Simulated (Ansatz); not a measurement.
A structure drawn as `OB1SC1F`, with this starting geometry:

```xyz
7

O     1.2236   -0.2373   -1.4833
B     0.3363    0.2099   -0.4830
S    -0.2551    1.6116    0.7557
C    -0.8549    0.0278    0.5916
F    -0.5707   -0.8406    1.5520
H     1.9796   -0.7289   -1.0230
H    -1.8588   -0.0424    0.0900
```

Total charge 0; spin multiplicity 1.

Q: Relax it with Ansatz at PBE-D4/def2-SVP and then PBE0-D4/def2-TZVP. Is the drawn bonding still there?

A: Yes, every drawn bond is still there and no new one forms.

Q: Give the relaxed structure. (Estimate.)

A: Computed: 
Z-matrix (Å, degrees):
```
C
F 1 1.366
B 1 1.534 2 120.2
S 1 1.861 2 115.6 3 -70.4
H 1 1.086 2 109.8 3 160.0
O 3 1.338 1 149.2 2 71.6
H 6 0.961 3 113.8 1 3.3
```
All modes are real.

Atoms count as bonded under 1.1 times the sum of their covalent radii (H–H under 0.85 Å, pairs among N, O and F under 1.55 Å), and a drawn bond as lost past 1.3 times.
